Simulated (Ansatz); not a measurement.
Mg₂F₄. The state is a singlet with charge 0. Geometry PBE0-D4/def2-SVP, basis def2-TZVP, Ansatz.

```
atom   x (Å)   y (Å)   z (Å)
 Mg1   0.274  -0.713   0.297
 Mg2  -0.562   1.470  -0.609
  F3  -1.317  -0.207  -0.871
  F4  -0.349   1.013   1.179
  F5   0.861  -2.254   0.931
  F6   1.095   0.692  -0.926
```

| run | HOMO (eV) | LUMO (eV) |
| --- | --- | --- |
| A | -10.82 | -2.97 |
| B | -7.31 | -3.31 |
| C | -6.95 | -4.04 |
| D | -8.85 | -3.31 |
| E | -8.04 | -3.11 |

Another isomer (singlet) lies 0.64 eV lower at PBE0-D4/def2-TZVP; other spin states weren't run for this one.

Question: The runs used BHLYP, PBE, PBE0, r2SCAN, r2SCANh. Estimate which is which.

Answer: A BHLYP (50 % exact exchange); B r2SCAN (0 % exact exchange); C PBE (0 % exact exchange); D PBE0 (25 % exact exchange); E r2SCANh (10 % exact exchange). Exact exchange lowers occupied and raises empty levels; among semilocal functionals meta-GGAs tend to open the gap a little, and such runs are hard to tell apart. The gap grows from 2.92 eV (PBE) to 7.85 eV (BHLYP).
